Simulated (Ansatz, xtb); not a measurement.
## C6H3N3O: 6 structures ranked

6 gas-phase structures of C6H3N3O, from a drawn sample of its isomers (lower ones may exist). Each was relaxed with GFN2-xTB; where two conformers were screened, the lower at r2SCAN-D4/def2-SVP is listed:

A. `N#Cc1ccnc(C=O)n1`, a singlet
B. `N#Cc1cncnc1C=O`, a singlet
C. `N#Cc1cnc(C=O)nc1`, a singlet
D. `N#Cc1ncc(C=O)cn1`, a singlet
E. `N#Cc1ncncc1C=O`, a singlet
F. `N#Cc1nccc(C=O)n1`, a singlet

**Question.** Which do you expect lowest at r2SCAN-D4/def2-SVP, and how would the others follow?

**Answer.** Calculated order at r2SCAN-D4/def2-SVP: B (0.0), F (0.0), C (0.9), D (0.9), E (1.2), A (2.8) kcal/mol. Less than 1 kcal/mol parts B and F; F and C; C and D; D and E, so the order within those pairs means little.

Energies above the lowest of each column, in kcal/mol; the last columns are at PBE0-D3(BJ)/def2-SVP geometries:

| structure | GFN2-xTB | HF/STO-3G | r2SCAN-D4/def2-SVP | PBE0-D3(BJ)/def2-SVP | CCSD(T)/def2-SVP + ΔMP2/def2-TZVPP |
| --- | --- | --- | --- | --- | --- |
| B | 0.0 | 1.0 | 0.0 | 0.1 | 0.2 |
| F | 2.0 | 0.0 | 0.0 | 0.0 | 0.0 |
| C | 1.8 | 0.9 | 0.9 | 0.9 | 0.8 |
| D | 1.6 | 1.4 | 0.9 | 0.8 | 1.3 |
| E | 0.8 | 1.7 | 1.2 | 0.9 | 0.8 |
| A | 4.1 | 1.3 | 2.8 | 2.8 | 2.2 |

CCSD(T)/def2-SVP + ΔMP2/def2-TZVPP has B and C and E and F within 1 kcal/mol of each other at the bottom, and every level picks one of them. CCSD(T)/def2-SVP + ΔMP2/def2-TZVPP orders those it was run on as F (0.0), B (0.2), C (0.8), E (0.8), D (1.3), A (2.2) kcal/mol. Less than 1 kcal/mol parts F and B; B and C; C and E; E and D; D and A, so the order within those pairs means little. Flexible structures stand in one conformer each, not always the lowest. ΔMP2 is the change of the MP2 energy from the smaller to the larger basis.

Over these structures GFN2-xTB departs from r2SCAN-D4/def2-SVP by 0.7 kcal/mol on average once a common shift is removed. A GFN2-xTB relaxation took about 0.087 s and the r2SCAN-D4/def2-SVP energy about 5 s on a shared host (Ansatz 0.2.0, xtb 6.7.1).
